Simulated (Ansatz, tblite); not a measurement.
Cost and result up the ladder for Mg₄O₄ (8 atoms). The state is a singlet with charge 0. Geometry: PBE-D4/def2-SVP.

```csv
atom,x (Å),y (Å),z (Å)
Mg1,1.829,1.255,-0.297
Mg2,-1.039,1.740,0.948
Mg3,1.039,-1.740,-0.948
Mg4,-1.829,-1.255,0.297
O5,0.631,2.391,0.520
O6,-2.291,0.388,0.994
O7,-0.630,-2.391,-0.520
O8,2.290,-0.388,-0.995
```

Ansatz on 4 threads of Arm Neoverse V2 on a shared host; xTB runs through tblite on one thread. Times are rough, summed over both states, and most runs start from the orbitals of an earlier one. PBE-QIDH/def2-TZVP serves as the yardstick here, not as an exact answer. The other state is a quintet at its own geometry, which has other bonds, so the gap mixes isomer and spin.

The xTB rows come from tblite. Correlated methods freeze 8 core orbitals; core or outer-core shells of Mg are correlated, in sets that lack core-valence functions. The structure comes from a short search, and lower isomers may exist.

Correlated methods converge slowly with the basis (MP2 moves by 0.63 eV from def2-SVP to def2-TZVP here).

xTB has no spin-polarisation term.

| level | functions | wall time | quintet − singlet (eV) | difference from PBE-QIDH/def2-TZVP (eV) |
| --- | --- | --- | --- | --- |
| GFN1-xTB | 32 | 0.007 s | 4.21 | -0.03 |
| GFN2-xTB | 52 | 0.019 s | 2.43 | -1.81 |
| PBE-D4/def2-TZVP | 252 | 9 s | 4.00 | -0.24 |
| MP2/def2-TZVP | 252 | 16 s | 5.33 | 1.09 |
| r2SCAN-D4/def2-TZVP | 252 | 21 s | 3.72 | -0.52 |
| PBE-QIDH/def2-TZVP | 252 | 32 s | 4.24 | 0.00 |
| PBE0-D4/def2-TZVP | 252 | 33 s | 3.83 | -0.41 |
